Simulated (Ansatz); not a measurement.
Born–Oppenheimer molecular dynamics of C3H8AlClSSi (15 atoms, charge 0, multiplicity 1). It starts from a relaxed structure.

Level of theory: Ansatz 0.2.0, RKS BHLYP-D4/STO-3G.

```
ensemble        : NVT, Langevin thermostat
time step       : 0.5 fs
steps asked     : 99
set temperature : 500 K
friction        : 0.001 /fs
seed            : 879705
```

First frame:

```xyz
15
Properties=species:S:1:pos:R:3
Al 0.509 -2.499 -0.192
C 0.116 -0.774 -0.969
S -0.343 -0.518 -2.494
C 0.318 0.447 -0.014
Si -0.413 2.065 -0.657
C -0.249 0.159 1.386
Cl 0.357 -1.511 1.995
H 1.930 -2.928 -0.206
H -0.609 -3.474 -0.128
H 1.399 0.592 0.115
H -1.798 1.894 -0.967
H 0.320 2.529 -1.794
H -0.300 3.039 0.388
H -1.342 0.064 1.407
H 0.083 0.863 2.159
```

What does the run give?

All steps were run.

```yaml
steps_done: 99
time_covered: 49.5 fs
mean_temperature_over_the_second_half: 241 K
spread_of_the_potential_energy_over_the_second_half: 5.3 meV per atom
mean_potential_energy_of_the_second_half_above_the_start: 31.5 meV per atom
```

The mean temperature of the second half is 52 % below the set value. A run of 0.05 ps of so small a system gives no equilibrium averages. Limits of this set-up: minimal basis.

What happens to the structure?

The same pairs are bonded in the first frame and the last. Pairs count as bonded within 1.25 times the sum of covalent radii (0.12 Å more for H–H). The details hang on the random start.

How do temperature and energy run in time?


| time (fs) | T (K) | potential energy less start (eV) |
| --- | --- | --- |
| 0 | 467 | 0.000 |
| 2.5 | 348 | 0.218 |
| 5 | 253 | 0.417 |
| 7.5 | 211 | 0.528 |
| 10 | 216 | 0.503 |
| 12.5 | 287 | 0.363 |
| 15 | 225 | 0.487 |
| 17.5 | 204 | 0.516 |
| 20 | 201 | 0.522 |
| 22.5 | 263 | 0.407 |
| 25 | 323 | 0.323 |
| 27.5 | 312 | 0.358 |
| 30 | 232 | 0.493 |
| 32.5 | 244 | 0.458 |
| 35 | 234 | 0.483 |
| 37.5 | 280 | 0.411 |
| 40 | 211 | 0.558 |
| 42.5 | 175 | 0.604 |
| 45 | 184 | 0.563 |
| 47.5 | 237 | 0.444 |

Time of the run: 17 min on 1 thread of Arm Neoverse N1, with other jobs on the host, peak memory 0.17 GiB.
